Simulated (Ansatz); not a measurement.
`[SiH3][SiH2]Br` and `N[SiH]([SiH3])Br` differ in one atom or group.

Ansatz, PBE0-D4/def2-TZVP geometries, multiplicity 1. Each molecule was computed in one conformer, which needn't be the lowest.

Scalar relativity is left out up to krypton.

```
                                      property  `[SiH3][SiH2]Br`
size of the dipole moment (PBE/def2-TZVPP) / D              1.29
            HOMO energy (PBE0/def2-TZVPP) / eV             -8.00
       HOMO–LUMO gap (ωB97M-V/def2-TZVPP) / eV             11.13
         HOMO–LUMO gap (B3LYP/def2-TZVPP) / eV              6.84
         LUMO energy (ωB97M-V/def2-TZVPP) / eV              1.07
          HOMO–LUMO gap (PBE0/def2-TZVPP) / eV              7.24
```

Question: What does the change do to each property? (Best estimate.)

Answer: Ansatz gave: 
```json
{"property": "size of the dipole moment (PBE/def2-TZVPP) / D", "`N[SiH]([SiH3])Br`": "2.07", "shift": "0.78"}
{"property": "HOMO energy (PBE0/def2-TZVPP) / eV", "`N[SiH]([SiH3])Br`": "-7.74", "shift": "0.26"}
{"property": "HOMO–LUMO gap (ωB97M-V/def2-TZVPP) / eV", "`N[SiH]([SiH3])Br`": "11.21", "shift": "0.08"}
{"property": "HOMO–LUMO gap (B3LYP/def2-TZVPP) / eV", "`N[SiH]([SiH3])Br`": "7.04", "shift": "0.20"}
{"property": "LUMO energy (ωB97M-V/def2-TZVPP) / eV", "`N[SiH]([SiH3])Br`": "1.38", "shift": "0.31"}
{"property": "HOMO–LUMO gap (PBE0/def2-TZVPP) / eV", "`N[SiH]([SiH3])Br`": "7.45", "shift": "0.21"}
```

With PBE0 the HOMO rises by 0.26 eV and the LUMO rises by 0.47 eV, so the gap widens by about 0.21 eV. PBE moves the HOMO by 0.33 eV and ωB97M-V by 0.23 eV. The zero-point energy changes by 48.8 kJ/mol with +6 modes. Dipoles are sizes alone; their direction can turn.

B3LYP here is the variant with VWN-RPA as its local correlation; programs differ in this.

Spin–orbit coupling is left out; it splits and shifts lone-pair levels of the heavy atoms by tenths of an eV.
